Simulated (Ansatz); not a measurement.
Calculated with Ansatz (gas phase, PBE0-D4/def2-TZVP geometries, no zero-point term in ΔE). CCSD(T)/CBS is the MP2 limit (def2-TZVPP, def2-QZVPP) plus CCSD(T) − MP2 in def2-TZVPP, frozen cores. DFT in def2-TZVPP. B3LYP here is the variant with VWN-RPA as its local correlation; programs differ in this. def2 core potentials past Kr. For Sn outer-core shells are correlated without core-valence functions, which leaves a few kJ/mol of doubt a bond. One conformer a species, not always the lowest.

Reaction (redistribution): `[SH][Sn][SH]` + `C[S][Al]([F])[Cl]` → `C[S][Sn][SH]` + `[F][Al]([SH])[Cl]`

```tsv
level	ΔE (kcal/mol)	difference from CCSD(T)/CBS
PBE-D4	-1.6	0.3
r2SCAN-D4	-1.5	0.4
PBE0-D4	-1.4	0.5
ωB97X-V	-1.1	0.8
ωB97M-V	-1.3	0.6
PBE	-1.0	0.9
r2SCAN	-1.4	0.5
PBE0	-0.9	1.0
B3LYP	-0.6	1.3
MP2/def2-TZVPP	-2.4	-0.5
CCSD/def2-TZVPP	-1.5	0.4
CCSD(T)/def2-TZVPP	-1.8	0.1
HF/def2-QZVPP	0.2	2.1
MP2/def2-QZVPP	-2.4	-0.5
SCS-MP2/def2-QZVPP	-1.8	0.1
CCSD/CBS(def2)	-1.5	0.4
CCSD(T)/CBS	-1.9	0
```

Largest T1 diagnostic among the species: 0.016.

In def2-TZVPP, CCSD(T) changes the Hartree–Fock value by −1.9 kcal/mol (the triples alone add −0.4 kcal/mol) and MP2 by −2.5 kcal/mol. The D4 term adds −0.9 kcal/mol with B3LYP and −0.5 kcal/mol with PBE0; it sums over pairs of atoms, weighted by their polarisabilities, and B3LYP, whose exchange is more repulsive, gets the larger term.
